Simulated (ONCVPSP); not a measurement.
An all-electron radial function and its pseudo partner (Nd)

Columns: radius, all-electron u(r) and pseudo u(r) of the 5s shell (level -43.70 eV) of neodymium in the configuration [Kr] 4d10 4f3 5s2 5p6 5d1 6s2; PBE, scalar-relativistic, ONCV scheme, ONCVPSP 4.0.1.

| r (bohr) | all-electron | pseudo |
| --- | --- | --- |
| 0.125 | 0.0760 | 0.1259 |
| 0.250 | 0.2429 | 0.2500 |
| 0.375 | -0.3385 | 0.3702 |
| 0.500 | -0.5288 | 0.4838 |
| 0.625 | -0.2896 | 0.5876 |
| 0.750 | 0.1101 | 0.6786 |
| 0.875 | 0.4831 | 0.7536 |
| 1.000 | 0.7546 | 0.8098 |
| 1.125 | 0.9151 | 0.8451 |
| 1.250 | 0.9822 | 0.8582 |
| 1.375 | 0.9803 | 0.8492 |
| 1.500 | 0.9322 | 0.8199 |
| 1.625 | 0.8566 | 0.7731 |
| 1.750 | 0.7675 | 0.7130 |
| 1.875 | 0.6746 | 0.6438 |
| 2.000 | 0.5842 | 0.5697 |
| 2.125 | 0.5000 | 0.4947 |
| 2.250 | 0.4239 | 0.4227 |
| 2.375 | 0.3567 | 0.3565 |
| 2.500 | 0.2983 | 0.2982 |
| 2.625 | 0.2482 | 0.2482 |
| 2.750 | 0.2056 | 0.2056 |
| 2.875 | 0.1698 | 0.1698 |
| 3.000 | 0.1398 | 0.1398 |
| 3.125 | 0.1148 | 0.1148 |
| 3.250 | 0.0941 | 0.0941 |

(1) How many radial nodes do the two functions have?

(2) At about which radius was the pseudo-wave matched?

(3) Where does each function peak?

(4) Is the pseudo-wave norm-conserving?

Results:

(1) The all-electron 5s function has n − l − 1 = 4 (the table is too coarse to show those close to the nucleus); the pseudo-wave has 0, since the states of the same l below it are removed with the core.

(2) 2.50 bohr, where the columns begin to agree (steps of 0.12 bohr).

(3) Outermost all-electron maximum near 1.25 bohr, pseudo maximum near 1.25 bohr (to the table’s step).

(4) Yes: the ONCV scheme keeps the norm inside the radius equal to the all-electron one, which fixes the energy derivative of the logarithmic derivative at the level.
